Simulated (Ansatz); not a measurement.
`F[SiH]1C=N1` + H₂O → `O[SiH]1C=N1` + H–F at 298.15 K and 1 bar (formal hydrolysis of the Si–F bond).

Gas-phase electronic energies from Ansatz, PBE0-D4/def2-TZVP geometries. CCSD(T)/CBS adds triple-zeta CCSD(T) − MP2 to the extrapolated MP2 energy (def2 sets, frozen cores). This one scheme is used for every species. One conformer a species, not always the lowest.

```
      species  CCSD(T)/CBS energy (Eh)  H − E (kJ/mol)  S (J/(mol·K))
`F[SiH]1C=N1`               -482.82660            94.7          282.0
          H₂O                -76.37941            66.4          188.7
`O[SiH]1C=N1`               -458.79823           126.0          289.2
          H–F               -100.39570            33.5          173.6
```

H − E and S are ideal-gas, rigid-rotor, harmonic terms from PBE0-D4/def2-TZVP, for one conformer and one mirror image of each species. 1 Eh = 2625.50 kJ/mol, R = 8.31446 J/(mol·K).

Question: By hand: ΔE, ΔH, ΔS and ΔG.

Answer: ΔE = (-458.79823) + (-100.39570) − (-482.82660) − (-76.37941) = 0.01208 Eh = 31.7 kJ/mol. Δ(H − E) = 126.0 + 33.5 − 94.7 − 66.4 = -1.6, so ΔH = 30.1 kJ/mol. ΔS = 289.2 + 173.6 − 282.0 − 188.7 = -7.9 J/(mol·K). ΔG = 30.1 − 298.15 × (-7.9)/1000 = 32.5 kJ/mol.

Question: By hand: the equilibrium constant, and the temperature at which ΔG would vanish if ΔH and ΔS stayed fixed.

Answer: log₁₀ K = −ΔG/(RT ln 10) = -5.7. ΔH and −TΔS have one sign here, so there is no such temperature.

The number of gas molecules stays the same, so ΔS is small and ΔH decides. A doubt of 5 kJ/mol in ΔE shifts log₁₀ K by 0.9 here. Other conformers and mirror images would add mixing entropy, several J/(mol·K) or more a flexible species. These are equilibria of isolated gas molecules and say nothing of rates. Largest T1 diagnostic: 0.014 (customary marks: 0.02 for closed shells, 0.045 for open ones).

ΔS is within the doubt of such terms, so its sign, and with it that verdict, could turn.
